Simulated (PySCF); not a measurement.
Some computed properties have been withheld. Give your best values.

C7H7F.
SMILES: `CC#C[C@@]1(F)C=CC1`

| property | level | value |
| --- | --- | --- |
| rotational constants A, B, C of the GFN2-xTB geometry | GFN2-xTB | ? |
| dipole moment | PBE0/pcSseg-1 | ? |
| HOMO energy | PBE0/pcSseg-1 | -7.37 eV |
| LUMO energy | PBE0/pcSseg-1 | -0.26 eV |
| 13C chemical shifts (computed TMS as zero) by class | GIAO PBE0/pcSseg-1 | ? |
| 1H chemical shifts (computed TMS as zero) by class | GIAO PBE0/pcSseg-1 | ? |
| isotropic shieldings of nuclei other than C and H, by class | GIAO PBE0/pcSseg-1 | ? |

Electronic properties: PySCF, gas phase, density fitting.

Question: Give the isotropic shieldings of nuclei other than C and H, by class.

Answer: 338 (1 F) ppm.

Question: What are the 1H chemical shifts (computed TMS as zero) by class?

Answer: 6.63 (1 H), 6.45 (1 H), 3.07 (1 H), 2.91 (1 H), 2.09 (3 H) ppm.

Question: The 13C chemical shifts (computed TMS as zero) by class?

Answer: 149.9 (1 C), 149.2 (1 C), 91.8 (1 C), 88.7 (1 C), 83.2 (1 C), 49.4 (1 C), 4.8 (1 C) ppm.

Question: What are the rotational constants A, B, C of the GFN2-xTB geometry?

Answer: 4.135, 1.221, 1.100 GHz.

Question: Give the dipole moment.

Answer: 2.32 D.

The dipole equals about 7.8 × 10⁻³⁰ C·m (1 D = 3.33564 × 10⁻³⁰ C·m). The rotational constants make it an asymmetric top with κ = (2B − A − C)/(A − C) = -0.92, nearer the prolate limit (−1). With B = h/(8π²I), that is 505.379 GHz u Å² over I, the principal moments of inertia are 122.2, 413.8 and 459.4 u Å² (most abundant isotopes); the inertial defect Ic − Ia − Ib is -76.6 u Å² (zero for a rigid planar frame, negative otherwise).
